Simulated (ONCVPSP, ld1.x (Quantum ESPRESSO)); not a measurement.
Pseudopotentials across the periodic table

Generated with ld1.x 7.5 (TM, RRKJ, ultrasoft, PAW), atompaw 4.2 or ONCVPSP 4.0.1. The cutoff is in Ry: for ld1.x and atompaw files where the sum of valence levels is converged to 10 mRy in a Bessel basis, for ONCV files where the hardest occupied wave has 1 mHa per electron of residual kinetic energy. The error is the largest all-electron minus pseudo excitation energy over each file’s own four to seven test configurations (ionisations up to +4, promotions, holes and added fractions of an electron), all of which were solved. The labels leave out finer settings (local radius, basis sizes, second energies), which also bear on the numbers. Spin-polarised tests are not counted. The rows are a selection from randomly drawn settings: files with unsolved tests, undetermined cutoffs or missed reference levels are left out.

A true bound ghost makes a file unfit for plane-wave use even where its test errors are small: the radial tests pick states by their node count and pass the ghost by.

| element | potential | cutoff (Ry) | largest error (meV) | bound ghosts |
| --- | --- | --- | --- | --- |
| Al | TM, BLYP, non-relativistic, rc 1.95/2.40/2.35 (spd), local smoothed, core correction no, reference 3s2 3p1 | 10 | +109 | none |
| Sc | ONCV, Wu-Cohen, scalar-relativistic, rc 1.60/1.85/2.10 (spd), local smoothed, core correction yes, reference 3s2 3p6 3d1 4s1.75, qcut 7.5/8.4/9, projectors 2/2/2 | 49 | -1.2 | none |
| Ni | ONCV, PBE, scalar-relativistic, rc 1.20/0.85/1.60 (spd), local smoothed, core correction no, reference 3s2 3p6 3d8 4s2, qcut 12.7/11/9.5, projectors 2/3/1 | 94 | -27 | none |
| Cd | ONCV, PBE, scalar-relativistic, rc 1.40/1.45/1.10 (spd), local smoothed, core correction yes, reference 4s2 4p6 4d10 5s2, qcut 8.5/9.9/8.2, projectors 2/2/2 | 76 | -194 | none |
| In | ONCV, LDA (Perdew-Wang 92), scalar-relativistic, rc 1.85/1.90/1.65 (spd), local smoothed, core correction yes, reference 4d10 5s2, qcut 3/4.2/7.4, projectors 2/2/3 | 50 | -53 | p |
| Ir | ONCV, PBEsol, scalar-relativistic, rc 1.30/1.50/2.05 (spd), local smoothed, core correction yes, reference 5s2 5p6 5d7 6s1.5, qcut 8/10/7.3, projectors 2/2/2 | 65 | -217 | none |
| Pt | ONCV, PBEsol, scalar-relativistic, rc 3.45/3.70/1.35/3.60 (spdf), local smoothed, core correction yes, reference 5d9 6p1, qcut 2/1.8/6.4/2.8, projectors 2/2/2/2 | 37 | +120 | s, p, f |
| Au | ONCV, LDA (Perdew-Zunger), scalar-relativistic, rc 1.10/1.75/1.60 (spd), local smoothed, core correction yes, reference 5s2 5p6 5d10, qcut 3.7/4.7/4.6, projectors 2/2/2 | 214 | -12 | none |
| Bi | ONCV, PBEsol, scalar-relativistic, rc 1.90/1.90 (sp), local smoothed, core correction no, reference 6s2 6p3, qcut 2.9/4.3, projectors 2/3 | 49 | -59 | s, p |

Problem. Fill in the row for Mg: TM, PBE, scalar-relativistic, rc 1.95/3.80 (sp), local smoothed, core correction no, reference 3s1.75 3p0.25.

Solution. cutoff 6 Ry, largest error +103 meV, bound ghosts: none.
